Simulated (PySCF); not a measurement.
# Correlation energy of F²⁺ (fluorine, charge +2)

[He] 2s1 2p4, high-spin 4P determinant (an excited configuration). All numbers are calculated (PySCF 2.14, the spin-free X2C one-electron Hamiltonian (Gaussian nucleus), in aug-cc-pCVTZ-DK with one added diffuse shell each of s, p, d, f type (8s7p5d3f, 75 functions)). Frozen: 1s2; 5 electrons correlated.

| level | correlation energy (mhartree) |
| --- | --- |
| CCSD | -116.91 |
| (T) | -1.51 |
| CCSD(T) | -118.42 |

Diagnostics: T1 = 0.0032, D1 = 0.0058, largest double amplitude 0.041.

Q: Is a single reference adequate?

A: Yes: T1 lies below 0.03 and no double amplitude reaches 0.07.
